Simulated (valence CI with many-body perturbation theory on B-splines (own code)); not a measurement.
Questions on Tm LXV

Calculated by configuration interaction combined with many-body perturbation theory (CI+MBPT): three valence electrons over a frozen Dirac-Fock core [He], radial functions for each j: 11 s, 11 p, 10 d, 8 f, 5 g, 2 h, with the one-electron correlation potential Σ1, the two-electron term Σ2, the three-electron term Σ3, Breit, model QED; selected CI, second order for the rest, scaled by the run's own slope (own B-spline code, finite nucleus).

The last digits are not significant, and no measured levels were compared; by estimate large intervals hold to a few tenths of a per cent, small ones and those within an open d or f shell to about a per cent.

Levels are named by their leading jj configuration (3d3/2^4 stands for four electrons in 3d with j = 3/2), which in mixed levels can hold well under half, so a name can repeat and another be missing.

Rates and lifetimes use the calculated energies. Strong lines usually hold to 10 to 20 %, long lifetimes can be off by a factor of two.

**Question.** What is the ground level?

**Answer.** (2s^2 2p1/2) J=1/2, composition 100 % 2s2 2p 2P°, g = 0.623.

**Question.** What is the ionisation energy?

**Answer.** 16030 eV; NIST lists 16036 ± 24 eV (theoretical).

**Question.** Among levels below 13085 eV, which E1 lines absorb most strongly from the ground level?

**Answer.** to (2s^2 3d3/2) J=3/2 at 0.1307 nm, f = 0.562; to (2s 2p1/2 3p1/2) J=3/2 at 0.1335 nm, f = 0.204; to (2s 2p1/2 3p3/2) J=3/2 at 0.1289 nm, f = 0.154.

**Question.** Where does the other parity begin?

**Answer.** At (2s 2p1/2^2) J=1/2, 241 eV.

**Question.** How well does LS coupling describe the low levels?

**Answer.** Among the lowest 20 levels the leading LS term, summed over configurations, holds 76 % on average. For single configurations the figures are 76 % in LS and 99 % in jj coupling. Terms mix most in the J = 3/2 level at 1592 eV, where the leading one holds 49 %.
